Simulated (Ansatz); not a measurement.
System: BBr, net charge 1, doublet state. SMILES: [B][Br+]
Geometry: optimised at B3LYP-D3(BJ)/def2-TZVP (Ansatz, an electronic-structure program).

Property: vertical ionisation energy (to the singlet state of charge +2; each state is the SCF solution reached for its spin; for the singlet the Hartree-Fock reference is unstable and T1 is 0.031), in eV. Valence correlation only, unless marked. Open shells are spin-unrestricted. No spin-orbit coupling. The frozen core is the preceding noble-gas configuration, with the filled d and f shells of earlier blocks. Non-relativistic. CBS marks a two-point X^-3 extrapolation of the correlation energy; Hartree-Fock from the larger set.

| level | program | vertical ionisation energy (eV) |
|---|---|---|
| SVWN5/def2-TZVPD | Ansatz | 19.47 |

Estimate the value at CCSD(T)/CBS(aug-cc-pVTZ,aug-cc-pVQZ) as computed with Ansatz.

19.55 eV
